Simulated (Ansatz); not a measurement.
Total energies of `[CH3][Ta]([NH2])([F])=[S]`.

```xyz
10

C     1.383   -0.258   -0.672
Ta   -0.222   -0.260    0.751
N    -1.718    0.633   -0.135
F    -0.534   -2.055    1.205
S     0.436    1.001    2.377
H     1.661    0.755   -0.971
H     1.098   -0.821   -1.569
H     2.266   -0.733   -0.230
H    -2.086    1.544    0.096
H    -2.284    0.195   -0.851
```

Total charge 0; spin multiplicity 1. Correlated methods include outer-core shells of Ta, which these sets cover unevenly. Ta: def2 effective core potential. The structure was optimised at the PBE0-D4/def2-TZVP level. It is one conformer, not always the lowest. Basis def2-TZVPP, Ansatz.

RPA on PBE orbitals: Hartree–Fock energy of these orbitals -648.78410 Eh, correlation -1.88578 Eh (frozen core).

| functional | energy without D4 (Eh) | D4 term (kJ/mol) |
| --- | --- | --- |
| r2SCANh | -651.08745 | -6.0 |
| ωB97M-V | -651.02560 | – |

(1) Give the same for LDA (SPW92), PBE, revPBE, BLYP, r2SCAN, B97M-V, PBE0, B3LYP, r2SCAN0, HSE06 (plane-wave form), BHLYP, CAM-B3LYP, LC-ωPBE, ωB97X-V, B2PLYP, PBE-QIDH. (An estimate is asked.)

B3LYP takes the VWN-RPA correlation (the form of Gaussian; ORCA's B3LYP/G). HSE06 is the plane-wave form, built on full-range PBE exchange. The double hybrids freeze the cores in their second-order part.

Results:

(1) Computed: 
| functional | energy without D4 (Eh) | D4 term (kJ/mol) |
| --- | --- | --- |
| LDA (SPW92) | -648.26980 | – |
| PBE | -650.86009 | -22.5 |
| revPBE | -651.14188 | -54.8 |
| BLYP | -651.15188 | -46.8 |
| r2SCAN | -651.12473 | -5.5 |
| B97M-V | -651.07282 | – |
| PBE0 | -650.84863 | -19.4 |
| B3LYP | -651.25389 | -36.3 |
| r2SCAN0 | -651.03334 | -6.7 |
| HSE06 (plane-wave form) | -650.83111 | -18.4 |
| BHLYP | -650.98279 | -32.3 |
| CAM-B3LYP | -651.09859 | -20.2 |
| LC-ωPBE | -650.98966 | – |
| ωB97X-V | -651.04865 | – |
| B2PLYP | -650.84315 | – |
| PBE-QIDH | -650.64915 | – |

LC-ωPBE has ω = 0.4 bohr⁻¹.
